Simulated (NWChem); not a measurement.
Species: SiNH$_{4}$OCl; SMILES N[SiH](O)Cl

```xyz
8

Si    -0.0771    -0.5332    -0.4050
N      1.2501    -1.3414     0.2814
O     -1.4318    -1.0303     0.4008
Cl    -0.0555     1.5508    -0.2187
H     -0.0776    -0.8004    -1.8628
H      2.1148    -1.4568    -0.2324
H      1.3858    -1.3853     1.2846
H     -2.1190    -0.3650     0.5037
```
Atoms are numbered in this order, from 1.

Computed with NWChem. Coordinates come from a PBE0/def2-SVP optimisation. Static field.

```json
[
 {"level": "PBE/Sadlej pVTZ", "isotropic polarisability (bohr³)": "56.5", "anisotropy (bohr³)": "12.5"},
 {"level": "B3LYP/Sadlej pVTZ", "isotropic polarisability (bohr³)": "54.1", "anisotropy (bohr³)": "11.6"},
 {"level": "Hartree-Fock/Sadlej pVTZ", "isotropic polarisability (bohr³)": "48.2", "anisotropy (bohr³)": "9.4"}
]
```
